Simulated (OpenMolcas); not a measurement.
**Ti IV: effect of the IPEA shift**

```yaml
Program: OpenMolcas
Basis: ANO-RCC-VTZP [6s5p3d2f1g]
Scalar_Hamiltonian: DKH2, point nucleus
Active_space: 1 electron in 9 orbitals (RAS2 3d 4s; RAS3 4p, at most 1 electron)
State_averaging: 2S+1 = 2 even, 6 roots; 2S+1 = 2 odd, 3 roots
Spin-orbit_coupling: state interaction with AMFI integrals over the reference wave functions, term energies averaged over their components
```

Methods on the same reference wave functions:
A. RASSCF
B. SS-RASPT2, IPEA 0 Eh, imaginary shift 0.1 Eh (closed shells correlated: 3s 3p)
C. SS-RASPT2, IPEA 0.25 Eh, imaginary shift 0.1 Eh (closed shells correlated: 3s 3p)

Energies in cm⁻¹ above 3d ²D_3/2, the measured ground level; measured values from Corliss and Sugar, J. Phys. Chem. Ref. Data 8, 1 (1979).

```
     Level       A       B       C  Measured
 3d ²D_3/2     0.0     0.0     0.0       0.0
 3d ²D_5/2     371     371     371       382
 4s ²S_1/2   83544   81230   81370     80389
4p ²P°_1/2  127400  129490  129350    127921
4p ²P°_3/2  127952  130050  129910    128740
```

Deviations, from unrounded energies. A percentage is the sum of absolute deviations over the sum of measured energies, with the sign that they share, or ± where signs differ.

```
                  Against measurement  Levels     A     B     C
       mean absolute deviation (cm-1)       4  1100   930   900
fine structure of the ground term (%)       1  -2.9  -2.9  -2.9
             other configurations (%)       3  ±1.3  +1.1  +1.1
```

B, C lie about equally close to measurement and A furthest from it. The largest miss of C in the table is 4p ²P°_1/2, by +1400 cm-1. The ranking rests on the paired levels alone, and a cruder setting can come out closer through cancelling errors.

Between B and C the level of the table that moves most is 4p ²P°_1/2, by 140 cm-1 (lowest in C, highest in B). Moves below CASPT2's spread within the term are not significant.

The mean deviations of B to C differ by less than CASPT2's widest spread within a term (80 cm-1), so their order carries little weight.

The lowest spin-free term lies below A's lowest term by 0.271 hartree in B, 0.270 hartree in C.

CASPT2 does not keep the components of a term degenerate, so their means are used; among the terms shown or strongly mixed into the levels shown the widest spread is 80 cm-1 (3d ²D, C). With one active electron the reference holds no correlation, so core polarisation is missing (holds for A). With one active electron, CASPT2 adds the correlation within the correlated inactive shells and between them and that electron, and leaves the splitting within a term as the reference gives it (holds for B; C). Measured partners are found by configuration, term and J. A level has none where our copy of the source lacks it or the pairing is in doubt (some pairs that miss far off the trend of their configuration count as doubtful), and it then counts in no deviation. Only configurations of the active space appear.

° marks odd parity.
